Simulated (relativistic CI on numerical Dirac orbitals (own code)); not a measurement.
**Mn+ in a cubic cluster: 2p photoemission with charge transfer**

Computed with a charge-transfer multiplet model of a cubic metal-ligand cluster with up to 2 ligand holes, Slater and spin-orbit integrals from Dirac-Coulomb-Breit ions, Slater integrals scaled by 0.7. The parameters are those of a tetrahedral site (10Dq negative, t2 hopping the larger). The ground state mixes d6 with configurations of k ligand holes L, whose averages lie at kΔ + k(k − 1)U_dd/2; a core hole lowers each added d electron by U_cd. 300 K, Lorentzian 0.6 eV and Gaussian 0.8 eV FWHM.

Atomic integrals in eV (Slater integrals scaled, ζ unscaled), ground: F2dd 6.303, F4dd 3.879, zeta_d 0.031; with the core hole: F2dd 7.764, F4dd 4.828, zeta_d 0.052, zeta_core 6.792, F2cd 4.448, G1cd 3.278, G3cd 1.861.

Cluster parameters (eV): Δ = 4.9, U_cd = 7.5, 10Dq = -0.4, 10Dq(ligand) = 0, V(eg) = 0.85, V(t2g) = -1.44, final-state hopping factor = 0.9.

Weights, n_d and S are thermal averages at 300 K. Binding energies count from the first peak over 30 % of the highest in each spectrum, which can be another peak from case to case. The parameters are a model scan and need not match a compound or its usual spin state. Peaks in eV (height, largest 100): 0.0 (100), 4.6 (74), 11.1 (60), 15.6 (40).

Problem. Which parameters give this spectrum?
A. U_dd = 5.4 eV
B. U_dd = 6.1 eV
C. U_dd = 4 eV

Solution. C. U_dd = 4 eV; the ground state then has 6.14 d electrons and S = 2.00. The choice follows from running the model for each set and comparing peak positions and heights. The space is cut while the next configuration still counts.
